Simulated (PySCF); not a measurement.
C3H5, SMILES [CH2]C=C (connectivity only; charge and spin as stated), charge +1, multiplicity 1. The structure is a stationary point at PBE0-D3(BJ)/def2-TZVP. The spin state was assumed, not searched. The isomer is the one that the SMILES or the coordinates give; other isomers of the formula were not compared.

TDA-ωB97X/def2-SVPD (PySCF 2.14.0) puts the lowest singlet excitations at 5.31, 5.73, 6.29, 7.36, 8.61, 10.18 eV.

### Question
What are the lowest excitation roots from ADC(2)/aug-cc-pVDZ in PySCF? (An estimate is asked for; the answer gives what the named calculation found.)

### Answer
5.44, 5.72, 6.00, 7.70, 9.05, 10.49 eV. S1 differs by 0.13 eV (second minus first; roots are paired by order, and the bases may differ).
